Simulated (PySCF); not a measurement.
# Bond curve of K₂⁺

Set-up: K x2c-SVPall; spin-free X2C with a Gaussian nucleus (PySCF 2.14). Energies in eV from K⁺ + K in their ground configurations at the same level. State: ²Σg⁺ (doublet), unpaired electrons σ ↑.

```json
{"R (Å)": "3.991", "CAM-B3LYP": "-0.7446", "UHF-SCS-MP2": "-0.6783", "UHF-CCSD": "", "UHF-CCSD(T)": ""}
{"R (Å)": "4.177", "CAM-B3LYP": "-0.7867", "UHF-SCS-MP2": "-0.7398", "UHF-CCSD": "-0.7471", "UHF-CCSD(T)": "-0.7481"}
{"R (Å)": "4.362", "CAM-B3LYP": "-0.8095", "UHF-SCS-MP2": "-0.7788", "UHF-CCSD": "-0.7842", "UHF-CCSD(T)": "-0.7850"}
{"R (Å)": "4.502", "CAM-B3LYP": "-0.8165", "UHF-SCS-MP2": "-0.7955", "UHF-CCSD": "-0.7996", "UHF-CCSD(T)": "-0.8003"}
{"R (Å)": "4.641", "CAM-B3LYP": "-0.8164", "UHF-SCS-MP2": "-0.8033", "UHF-CCSD": "-0.8061", "UHF-CCSD(T)": "-0.8067"}
{"R (Å)": "4.780", "CAM-B3LYP": "-0.8104", "UHF-SCS-MP2": "-0.8034", "UHF-CCSD": "-0.8051", "UHF-CCSD(T)": "-0.8056"}
{"R (Å)": "4.966", "CAM-B3LYP": "-0.7952", "UHF-SCS-MP2": "-0.7937", "UHF-CCSD": "-0.7941", "UHF-CCSD(T)": "-0.7945"}
{"R (Å)": "5.198", "CAM-B3LYP": "-0.7674", "UHF-SCS-MP2": "-0.7692", "UHF-CCSD": "-0.7682", "UHF-CCSD(T)": "-0.7684"}
{"R (Å)": "5.476", "CAM-B3LYP": "-0.7255", "UHF-SCS-MP2": "-0.7262", "UHF-CCSD": "-0.7240", "UHF-CCSD(T)": "-0.7240"}
{"R (Å)": "5.848", "CAM-B3LYP": "-0.6616", "UHF-SCS-MP2": "-0.6538", "UHF-CCSD": "", "UHF-CCSD(T)": ""}
```

Task: Put a parabola through the three lowest points of the CAM-B3LYP curve and estimate Re, k and ωe (reduced mass 19.48 u; 1 eV/Å² = 0.16022 mdyn/Å; ωe = 1302.8·√(k/μ) cm⁻¹).

Result: Through R = 4.362, 4.502, 4.641 Å the second-order coefficient is 0.182 eV/Å², so Re ≈ 4.570 Å, k ≈ 0.0583 mdyn/Å and ωe ≈ 71 cm⁻¹. A polynomial fit of higher order to the unrounded CAM-B3LYP energies gives Re = 4.568 Å, k = 0.0535 mdyn/Å, ωe = 68.3 cm⁻¹; anharmonicity and rounding make the difference.

The higher-order fit for each curve: CAM-B3LYP: Re = 4.568 Å, ωe = 68.3 cm⁻¹, De = 0.82 eV; UHF-SCS-MP2: Re = 4.712 Å, ωe = 70.9 cm⁻¹, De = 0.80 eV; UHF-CCSD: Re = 4.689 Å, ωe = 71.3 cm⁻¹, De = 0.81 eV; UHF-CCSD(T): Re = 4.687 Å, ωe = 71.4 cm⁻¹, De = 0.81 eV.

Correlated steps freeze 10 core orbitals. Correlated levels converge slowly with the basis: in double zeta they bind strong bonds too weakly, by up to about 1 eV, and carry superposition errors of some tenths. The state is the lowest determinant that a PBE0 search found; another state may lie lower at other levels.
